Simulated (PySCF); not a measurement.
**Ionisation energy along the 3-electron series**

Calculated with PySCF 2.14 and a two-component X2C-1e Hamiltonian (Gaussian nucleus, no Breit or QED terms), each ion in its own even-tempered basis scaled to its charge; GMP2 freezes nothing and drops the highest virtual spinors. Values in eV. NIST values: (m) measured, (s) semi-empirical, (t) theoretical.

| ion | configuration | GHF (screened spin-orbit) | GMP2 (screened spin-orbit) | NIST |
| --- | --- | --- | --- | --- |
| I(50+) | [He] 2s1 | 9429.1 | 9429.3 | 9421.1 (t) |
| Xe(51+) | [He] 2s1 | 9818.9 | 9819.1 | 9810.4 (t) |
| Cs(52+) | [He] 2s1 | 10217.9 | 10218.1 | 10208.78 ± 0.05 (t) |

Between Z = 53 and Z = 55 the GMP2 (screened spin-orbit) value grows as Z to the power 2.17.
